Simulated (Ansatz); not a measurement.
Ansatz (a quantum-chemistry and plane-wave program) input file for Te(Cl)2 cation (Cl₂Te), SMILES Cl[Te]Cl (connectivity only; charge and spin as stated), charge +1, multiplicity 2, B3LYP-D3(BJ)/def2-TZVP. 

Ansatz 0.2 input:
```yaml
crystal:
  periodic: [false, false, false]
  atoms:
    - {symbol: Te, position_ang: [-0.00000000, -0.00000000, 0.55617080]}
    - {symbol: Cl, position_ang: [0.00000000, 1.77045368, -0.85061417]}
    - {symbol: Cl, position_ang: [-0.00000000, -1.77045368, -0.85061417]}
basis:
  gaussian:
    orbitals: def2-TZVP
hamiltonian:
  xc: b3lyp
  dispersion: d3bj
total_charge: 1
magnetization: {spin_polarized: true, initial_magnetization: 1}
relax: {f_tol: 0.002, max_steps: 200}
```

Output:

```
WARN ansatz: RAYON_NUM_THREADS=1 ignored (pool sized by the plan → 1); use --threads N
Functional definition: B3LYP
integrals: 0.05 GiB planned
949 factors; their error is unknown
mean field: 0.66 GiB planned
mean field evaluation 1: about -32330.5576 eV, gradient 2.9e1 eV
mean field evaluation 2: about -32317.6371 eV, gradient 5.7e1 eV
mean field evaluation 4: about -32334.7123 eV, gradient 2.5e0 eV
mean field evaluation 8: about -32334.9018 eV, gradient 1.1e-1 eV
mean field evaluation 16: about -32334.9019 eV, gradient 4.7e-5 eV
mean field -32334.90187743 eV, -1188.2857266117 hartree, gradient 2.6e-5 eV, S^2 0.752685; 0 other end points of the search recorded, 0 dependent functions left out
the calculation of the forces begins
reference -32334.90210131 eV, -1188.2857348393 hartree; 29, 28 occupied and 95, 96 virtual orbitals, 949 factors
relax step   1: F+E_penalty+E_count = -32335.10228548 eV  Δ(F+E_penalty+E_count) = +0.000e0 eV  max|allowed force component| = 2.700e-1 eV/Å  Δτ_max = 0.0000 Å  (33 SCF iters, accepted)
these checks for a lower state are left out or cut short: starts, cluster_reference, orbital_swaps, neighbouring_geometries, increment
integrals: 0.05 GiB planned
949 factors; their error is unknown
mean field: 0.66 GiB planned
mean field -32334.90340394 eV, -1188.2857827102 hartree, gradient 9.8e-6 eV, S^2 0.752683; 0 other end points of the search recorded, 0 dependent functions left out
the calculation of the forces begins
reference -32334.90362730 eV, -1188.2857909183 hartree; 29, 28 occupied and 95, 96 virtual orbitals, 949 factors
relax step   2: F+E_penalty+E_count = -32335.10519882 eV  Δ(F+E_penalty+E_count) = -2.913e-3 eV  max|allowed force component| = 9.672e-2 eV/Å  Δτ_max = 0.0309 Å  (34 SCF iters, accepted)
these checks for a lower state are left out or cut short: starts, cluster_reference, orbital_swaps, neighbouring_geometries, increment
integrals: 0.05 GiB planned
949 factors; their error is unknown
mean field: 0.66 GiB planned
mean field evaluation 32: about -32334.9045 eV, gradient 1.8e-5 eV
mean field -32334.90446489 eV, -1188.2858216993 hartree, gradient 1.8e-5 eV, S^2 0.752683; 0 other end points of the search recorded, 0 dependent functions left out
the calculation of the forces begins
reference -32334.90468846 eV, -1188.2858299152 hartree; 29, 28 occupied and 95, 96 virtual orbitals, 949 factors
relax step   3: F+E_penalty+E_count = -32335.10577683 eV  Δ(F+E_penalty+E_count) = -5.780e-4 eV  max|allowed force component| = 3.225e-3 eV/Å  Δτ_max = 0.0100 Å  (34 SCF iters, accepted)
these checks for a lower state are left out or cut short: starts, cluster_reference, orbital_swaps, neighbouring_geometries, increment
integrals: 0.05 GiB planned
949 factors; their error is unknown
mean field: 0.66 GiB planned
mean field -32334.90443313 eV, -1188.2858205320 hartree, gradient 1.8e-5 eV, S^2 0.752683; 0 other end points of the search recorded, 0 dependent functions left out
the calculation of the forces begins
reference -32334.90465667 eV, -1188.2858287471 hartree; 29, 28 occupied and 95, 96 virtual orbitals, 949 factors
relax step   4: F+E_penalty+E_count = -32335.10577824 eV  Δ(F+E_penalty+E_count) = -1.412e-6 eV  max|allowed force component| = 3.637e-4 eV/Å  Δτ_max = 0.0006 Å  (36 SCF iters, accepted)
integrals: 0.05 GiB planned
949 factors; their error is unknown
mean field: 0.66 GiB planned
mean field evaluation 64: about -32334.9044 eV, gradient 1.8e-4 eV
mean field -32334.90443313 eV, -1188.2858205320 hartree, gradient 1.8e-5 eV, S^2 0.752683; 1 other end points of the search recorded, 0 dependent functions left out
the calculation of the forces begins
reference -32334.90465667 eV, -1188.2858287471 hartree; 29, 28 occupied and 95, 96 virtual orbitals, 949 factors
Total energy: -32335.10600179 eV, -1188.2932280436 hartree
Atom 0 at     0.000000     0.000000     0.578053 Å, force     0.000000    -0.000000     0.000364 eV/Å
Atom 1 at     0.000000     1.752890    -0.861555 Å, force     0.000000     0.000237    -0.000182 eV/Å
Atom 2 at    -0.000000    -1.752890    -0.861555 Å, force    -0.000000    -0.000237    -0.000182 eV/Å
Dipole moment:     0.000000     0.000000     0.320567 e Å
```

Self-consistency was reached.
